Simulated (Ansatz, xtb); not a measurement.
Molecule: SnSe, charge 0, multiplicity 1. 
Structure (B3LYP-D3(BJ)/def2-TZVP (Ansatz, a program for electronic structure) minimum search):
```
Sn
Se 1 2.3464
```
Charge 0, spin multiplicity 1.

Harmonic wavenumbers from GFN2-xTB (xtb, at its own minimum), cm⁻¹: 340.

Q: Give the harmonic wavenumbers at B3LYP-D3(BJ)/def2-TZVP (Ansatz, finite differences of forces, unscaled).

A: 328 cm⁻¹. Zero-point energy 0.5 kcal/mol.

Q: From these and the geometry, give the ideal-gas thermochemistry at 298.15 K and 1 atm (rigid rotor, harmonic oscillator).

A: Point group C∞v, rotational symmetry number 1. Rotational constants 1.936, 1.936 GHz. S(trans) 41.75, S(rot) 18.03, S(vib) 1.27, S(elec, spin only) 0.00, S 61.1 cal/(mol K). H(298) - H(0) 2.32 kcal/mol; G - E(el) -15.4 kcal/mol.
